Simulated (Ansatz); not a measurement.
Two isomers of C2H6S2Si: A = `[SiH3]SCC=S`, B = `C[SiH2]C(=S)S`.

Isolated molecules relaxed with PBE0-D4/def2-TZVP in Ansatz; ΔE leaves out vibrations. CCSD(T)/CBS is the MP2 limit (def2-TZVPP, def2-QZVPP) plus CCSD(T) − MP2 in def2-TZVPP, frozen cores. DFT in def2-TZVPP. B3LYP here is the variant with VWN-RPA as its local correlation; programs differ in this. One conformer a species, not always the lowest.

A:

```xyz
11

Si   -0.880   -1.449   -0.687
S    -1.446    0.462    0.095
C     0.082    0.949    0.982
C     1.118    1.242   -0.036
S     2.391    0.306   -0.346
H    -0.333   -2.300    0.399
H     0.100   -1.360   -1.797
H    -2.165   -1.996   -1.190
H     0.394    0.161    1.666
H    -0.193    1.845    1.543
H     0.933    2.141   -0.628
```

B:

Z-matrix (Å, degrees):
```
C
Si 1 1.860
H 1 1.091 2 109.8
H 1 1.092 2 110.7 3 -119.9
H 1 1.093 2 110.5 3 120.0
C 2 1.902 1 109.5 3 56.1
H 2 1.485 1 112.2 3 -61.6
H 2 1.490 1 111.5 3 176.1
S 6 1.719 2 115.2 1 129.6
S 6 1.627 2 118.6 1 -50.9
H 9 1.350 6 97.4 2 178.5
```

(1) Which isomer does CCSD(T)/CBS put lower? Give the gap. (An estimate is asked.)

(2) Give E(B) − E(A) in kcal/mol with CCSD/def2-TZVPP, MP2/def2-TZVPP, B3LYP, B3LYP-D4, r2SCAN-D4, HF/def2-TZVPP, PBE-D4. (Estimate.)

Largest T1 diagnostic: 0.016.

## Answers

(1) Computed: B, by 3.6 kcal/mol.

(2) Ansatz gave: CCSD/def2-TZVPP -3.0, MP2/def2-TZVPP -4.5, B3LYP -5.5, B3LYP-D4 -5.1, r2SCAN-D4 -6.6, HF/def2-TZVPP -0.7, PBE-D4 -6.2. None reverses the order clearly.

From PBE to PBE0 (25 % exact exchange), in def2-TZVPP and without D4, E(B) − E(A) moves by +1.4 kcal/mol. In def2-TZVPP, CCSD(T) changes the Hartree–Fock value by −3.1 kcal/mol (the triples alone add −0.7 kcal/mol) and MP2 by −3.8 kcal/mol.
